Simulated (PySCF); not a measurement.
Geometry (Å), atoms numbered from 1 in this order:
```xyz
19

Si   -0.0022    0.4116   -0.0052
C     0.0612    0.3962    1.8738
H    -0.9521    0.3560    2.3018
H     0.5616    1.3025    2.2507
H     0.6263   -0.4689    2.2564
C     1.7673    0.4506   -0.6577
H     2.3183    1.3352   -0.2988
H     1.7794    0.4677   -1.7595
H     2.3265   -0.4426   -0.3341
C    -0.9351    1.9147   -0.6346
H    -0.9602    1.9398   -1.7362
H    -0.4509    2.8442   -0.2957
H    -1.9736    1.9186   -0.2691
N    -0.8939   -0.9835   -0.5503
C    -0.5524   -2.3486   -0.2405
H    -1.4018   -0.8839   -1.4224
H     0.2061   -2.7987   -0.9132
H    -0.1473   -2.4129    0.7823
H    -1.4400   -3.0045   -0.2633
```

Geometry: PBE0-D3(BJ)/def2-SVP; GIAO absolute shieldings from PySCF 2.14.0 with density-fitted response routines, gas phase, non-relativistic, averaged over equivalent atoms.

At PBE0/pcSseg-1 (174 basis functions, 70 s wall time on 1 thread of an Intel Xeon, shared host):
```json
{"atoms": "Si1", "σ (ppm)": "348.0"}
{"atoms": "C15", "σ (ppm)": "154.6"}
{"atoms": "C2/C6/C10", "σ (ppm)": "185.3"}
{"atoms": "H17/H18/H19", "σ (ppm)": "28.73"}
{"atoms": "H3/H4/H5/H7/H8/H9/H11/H12/H13", "σ (ppm)": "31.27"}
{"atoms": "H16", "σ (ppm)": "31.81"}
{"atoms": "N14", "σ (ppm)": "241.6"}
```

Estimate the result of repeating the calculation with B3LYP/pcSseg-1.

Results:


| atoms | σ at B3LYP/pcSseg-1 | change |
| --- | --- | --- |
| Si1 | 335.9 | -12.1 |
| C15 | 148.8 | -5.8 |
| C2/C6/C10 | 180.2 | -5.1 |
| H17/H18/H19 | 28.79 | +0.06 |
| H3/H4/H5/H7/H8/H9/H11/H12/H13 | 31.39 | +0.12 |
| H16 | 31.93 | +0.12 |
| N14 | 235.4 | -6.2 |

The largest change is at Si1 (silicon bonded to 3 C, N). Cost: 174 basis functions, 48 s wall time on 1 thread of an Intel Xeon, shared host.
